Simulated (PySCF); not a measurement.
(ClGaTe)3 ring, Cl₃Ga₃Te₃.
Bonds: Ga1–Cl2, Ga1–Te3, Ga1–Te9, Te3–Ga4, Ga4–Cl5, Ga4–Te6, Te6–Ga7, Ga7–Cl8, Ga7–Te9.

Computed, not measured: PySCF 2.14.0, density-fitted response routines, TDDFT CAM-B3LYP/def2-SVPD, vertical, gas phase, core orbitals frozen in the response, def2 core potentials past Kr. The structure is a single PBE0-D3(BJ)/def2-SVP conformer in the gas phase; no vibrational or solvent corrections. Spin–orbit coupling is left out.

Question: List the vertical singlet excitations with oscillator strengths and describe the spectrum.

Answer: 

```json
{"state": "S1", "E (eV)": "4.05", "E (hartree)": "0.1488", "f": "0.0000", "main configurations (H = HOMO, L = LUMO)": "H→L+2 (43%), H-1→L+1 (33%), H-1→L (20%)"}
{"state": "S2", "E (eV)": "4.16", "E (hartree)": "0.1527", "f": "0.0000", "main configurations (H = HOMO, L = LUMO)": "H-1→L (49%), H→L+2 (38%)"}
{"state": "S3", "E (eV)": "4.17", "E (hartree)": "0.1532", "f": "0.0001", "main configurations (H = HOMO, L = LUMO)": "H→L+1 (56%), H-1→L+2 (31%)"}
{"state": "S4", "E (eV)": "4.44", "E (hartree)": "0.1630", "f": "0.0005", "main configurations (H = HOMO, L = LUMO)": "H→L (52%), H-2→L+1 (17%), H-2→L (16%)"}
{"state": "S5", "E (eV)": "4.45", "E (hartree)": "0.1635", "f": "0.0000", "main configurations (H = HOMO, L = LUMO)": "H-1→L+1 (28%), H-2→L+2 (26%), H-1→L (17%)"}
{"state": "S6", "E (eV)": "4.48", "E (hartree)": "0.1646", "f": "0.0002", "main configurations (H = HOMO, L = LUMO)": "H→L+4 (31%), H-1→L+3 (30%), H-2→L+2 (8%)"}
{"state": "S7", "E (eV)": "4.51", "E (hartree)": "0.1658", "f": "0.024", "main configurations (H = HOMO, L = LUMO)": "H-1→L+2 (36%), H→L+1 (24%), H-2→L (16%)"}
{"state": "S8", "E (eV)": "4.69", "E (hartree)": "0.1724", "f": "0.023", "main configurations (H = HOMO, L = LUMO)": "H-1→L+3 (34%), H→L+4 (32%), H-4→L (8%)"}
{"state": "S9", "E (eV)": "4.70", "E (hartree)": "0.1727", "f": "0.023", "main configurations (H = HOMO, L = LUMO)": "H→L+3 (33%), H-1→L+4 (32%), H→L+5 (8%)"}
{"state": "S10", "E (eV)": "4.90", "E (hartree)": "0.1801", "f": "0.0001", "main configurations (H = HOMO, L = LUMO)": "H-3→L+2 (42%), H-4→L+1 (30%), H-4→L (13%)"}
{"state": "S11", "E (eV)": "5.05", "E (hartree)": "0.1856", "f": "0.0003", "main configurations (H = HOMO, L = LUMO)": "H-3→L+4 (29%), H-4→L+3 (27%), H-3→L+3 (19%)"}
{"state": "S12", "E (eV)": "5.11", "E (hartree)": "0.1879", "f": "0.0000", "main configurations (H = HOMO, L = LUMO)": "H-1→L+4 (35%), H→L+3 (34%), H-2→L+5 (9%)"}
{"state": "S13", "E (eV)": "5.20", "E (hartree)": "0.1912", "f": "0.079", "main configurations (H = HOMO, L = LUMO)": "H→L+5 (34%), H-2→L+3 (32%), H-2→L+4 (11%)"}
{"state": "S14", "E (eV)": "5.21", "E (hartree)": "0.1915", "f": "0.067", "main configurations (H = HOMO, L = LUMO)": "H-1→L+5 (28%), H-2→L+4 (27%), H-2→L+3 (10%)"}
```

Triplets, Tamm–Dancoff:

```json
{"state": "T1", "E (eV)": "3.78", "λ (nm)": "328.4", "main configurations (H = HOMO, L = LUMO)": "H→L+2 (38%), H-1→L+1 (33%), H-1→L (23%)"}
{"state": "T2", "E (eV)": "3.84", "λ (nm)": "322.7", "main configurations (H = HOMO, L = LUMO)": "H-1→L (49%), H→L+2 (39%)"}
{"state": "T3", "E (eV)": "3.86", "λ (nm)": "321.6", "main configurations (H = HOMO, L = LUMO)": "H→L+1 (56%), H-1→L+2 (29%)"}
{"state": "T4", "E (eV)": "4.09", "λ (nm)": "303.5", "main configurations (H = HOMO, L = LUMO)": "H→L (50%), H-2→L (32%), H-2→L+1 (9%)"}
```

The lowest singlet lies at 4.05 eV (306 nm, ultraviolet) and is dark (f under 0.0005); its leading configuration is HOMO→LUMO+2 (43%). The strongest level in the table is S13/S14 at 5.20 eV (238 nm, f = 0.146 summed). It is the last of those listed, so stronger ones may follow. S8/S9 and S13/S14 lie within about 0.01 eV of each other in each set. Löwdin shares by element: HOMO (one of a set within 0.03 eV) tellurium 76%, gallium 10% or more; LUMO (one of a set within 0.03 eV) tellurium 45% or more, gallium 25% or more, chlorine 10% or more (atoms not listed hold the other 20%). Orbital energies (eV): HOMO-3 -9.32, HOMO-2 -9.23, HOMO-1 -8.65, HOMO -8.63, LUMO -1.48, LUMO+1 -1.45, LUMO+2 -1.44. Of the 14 states listed, 5 reach f = 0.01 and 8 stay under 0.0005. The listed states span 1.16 eV, and the widest gap between neighbours is 0.27 eV (S3 to S4). The vertical ionisation energy (ΔSCF) is 9.10 eV, 3.89 eV above S14. Orbitals of the list HOMO-3 to LUMO+2 that lie within 0.01 eV of each other are written together with a slash and their weights summed (≥ marks a lower bound); for degenerate orbitals outside that list single weights are arbitrary. The window holds the lowest 15 singlets. The highest level found (5.22 eV, f 0.0088 so far) is left out, since the window may have cut off a degenerate partner.
